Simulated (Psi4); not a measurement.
C2H6AuClS, charge +1, doublet, at a GFN2-xTB geometry (such geometries of metal compounds can be far from the true shape) (the multiplicity is a formal guess) (core potentials on Au). Base run: PBE/def2-SVP (Psi4).

The Psi4 input:
```
memory 2 GB

molecule {
1 2
  Au    0.23980938   -0.44350797   -0.06556171
  Cl    2.43196466   -0.81483368    0.44193089
  C    -1.37899306    2.30414288   -1.20320327
  S    -1.80732456    0.81928023   -0.26419011
  C    -2.10607865    1.53041251    1.37137327
  H    -0.56592812    2.84198638   -0.72392865
  H    -2.26303264    2.93677054   -1.25747208
  H    -1.09393932    1.99932227   -2.20596421
  H    -1.25052427    2.11347128    1.70019473
  H    -2.29971917    0.71618792    2.06364664
  H    -2.98757391    2.16574771    1.30809516
}

set basis def2-svp
set reference uks

energy('pbe')
print_variables()
```

Variants of this job, named by their change:

| change | ΔE vs base (mEh) | point group used | SCF cycles |
|---|---|---|---|
| base | 0.000 | c1 | 11 |
| molecule keys = symmetry c1, no_reorient, no_com | 0.000 | c1 | 11 |
| molecule keys = no_reorient | 0.000 | c1 | 11 |
| jitter_ang = 0.002 | 0.179 | c1 | 11 |
| molecule keys = symmetry c1 | 0.000 | c1 | 11 |

Open shells are given as the SCF converged; they aren't shown to be the lowest states, and a large step between rows can be another state.
